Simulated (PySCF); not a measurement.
NMR data simulated for an unnamed compound:

¹H NMR (300 MHz, computed): δ 6.09 (s, 1H), 4.07 (m, 2H), 3.92 (m, 2H), 1.97 (q, 2H), 1.19 (t, 3H).

¹³C{¹H} NMR (computed): δ 147.8 (C), 128.8 (CH), 67.3 (CH2), 66.6 (CH2), 29.8 (CH2), 17.5 (CH3).

- NMR shieldings at PBE0/pcSseg-1/GIAO
- geometry: GFN2-xTB
- program: PySCF 2.14.0 with density-fitted response routines
- no solvent, a single conformation, averaged over atoms made equivalent by symmetry, fast rotation or ring inversion, non-relativistic Hamiltonian

δ = σ(ref) − σ, references computed at the same level: ¹H (31.72 ppm) and ¹³C (186.93 ppm) vs TMS.

Q: Which of these does the molecule contain: a CH3CH2 unit, an S-methyl group, a C≡C triple bond, a Si–H bond, a non-aromatic C=C double bond?

A: 
- A CH3CH2 unit: yes (δC 17.5, 29.8; δH 1.19 (t), 1.97 (q)).
- An S-methyl group: no.
- A C≡C triple bond: no.
- A Si–H bond: no.
- A non-aromatic C=C double bond: yes.

The data belong to SMILES C1OC=C(CC)OC1, C6H10O2; they needn't prove each group on their own.

Carbon signals by region: 2 in the sp2 and nitrile region (100–160 ppm), 2 at 50–100 ppm, 2 below 50 ppm.

Shifts are as computed. Against solution values, carbons near 30 ppm lie about +3 ppm off and those near 130 ppm about +5 ppm. Of 1211 compounds with measured shifts, 218 miss one by over three times the rms of a fit or turn the order of signals round; such compounds aren't used in these exercises. No couplings were computed; multiplicities are counted from neighbouring protons, with m where these are inequivalent, close in shift, in a saturated or five-membered ring or joined by F or P, and br s for small geminal =CH2 splittings.
